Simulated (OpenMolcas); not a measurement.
Rh3+: moving the ligands

Rh3+ with 6 ligands (fluoride) in octahedral coordination (Oh) at 1.98 Å. A charge of +0.5 e stands 2.4 Å behind each ligand. Ligand basis ANO-RCC-VDZP.
```
Rh    0.0000    0.0000    0.0000
F     1.9800    0.0000    0.0000
F     0.0000    1.9800    0.0000
F    -1.9800    0.0000    0.0000
F     0.0000   -1.9800    0.0000
F     0.0000    0.0000    1.9800
F     0.0000    0.0000   -1.9800
```

```yaml
Program: OpenMolcas
Method: "SS-CASPT2, IPEA 0.25 Eh, imaginary shift 0.1 Eh (closed shells correlated: 4s 4p and the ligand valence shells)"
Basis: ANO-RCC-VTZP [7s6p4d2f1g]
Scalar_Hamiltonian: DKH2, point nucleus
Active_space: 6 electrons in 5 orbitals (4d)
State_averaging: 2S+1 = 5 even, 5 roots; 2S+1 = 3 even, 45 roots; 2S+1 = 1 even, 50 roots
Spin-orbit_coupling: state interaction with AMFI integrals over the reference wave functions
```

Runs around this geometry, states (labels of O, the rotations of Oh). Energies in cm-1 above the lowest state or level, χT in cm3 K/mol.

| R (Å) | Ground state | First state of that spin | First gap with spin-orbit (degeneracies) | χT at 300 K | First state of another spin |
| --- | --- | --- | --- | --- | --- |
| 1.9 | 1A1 | 1T1 23500 | 18180 (1, 2) | 0.031 | 2S+1 = 3: 18760 |
| 1.98 | 1A1 | 1T1 18620 | 13830 (1, 2) | 0.043 | 2S+1 = 3: 14450 |
| 2.06 | 1A1 | 1T1 15930 | 10290 (1, 2) | 0.055 | 3T1 10980 |

Taking the first state of the same spin as R^-n, n = -ln(15930 / 23500) / ln(2.06 / 1.9) = 4.8 between the shortest and longest distance.

Roots that are degenerate in the reference are averaged as groups; the widest CASPT2 spread within a group is 950 cm-1 (the 3-fold group of multiplicity 1 near 18600 cm-1 above the lowest state of its run, R = 1.98). Shifts and gaps below about the spread of the groups concerned are not significant. Over all roots computed the reference weight is 0.68 to 0.70 in R = 1.9, 0.68 to 0.70 in R = 1.98, 0.68 to 0.70 in R = 2.06; a low but even weight reflects the number of correlated electrons. Ligand-to-metal charge-transfer states are missing. With no ligand orbital active B as a rule stays too high, so bands that hang on it stand too high and its fall with covalency is understated. With one d shell and no ligand orbital active, 10Dq can be off by a tenth or more. The least metal-like active orbital is 79 % on the metal (Löwdin) and no ligand orbital is active, so the numbers are rough (holds for R = 1.9). The least metal-like active orbital is 81 % on the metal (Löwdin) and no ligand orbital is active, so the numbers are rough (holds for R = 1.98). This shell can be high or low spin here, a state of another spin lies low, and with metal d orbitals alone active their balance is uncertain, so the ground spin may be wrong, although the usual error favours high spin (holds for R = 2.06). The least metal-like active orbital is 82 % on the metal (Löwdin) and no ligand orbital is active, so the numbers are rough (holds for R = 2.06). No measured value stands beside these numbers; the geometry was imposed, not optimised, and the real ion may take another.

A state without a sure symmetry label is named by its multiplicity alone.
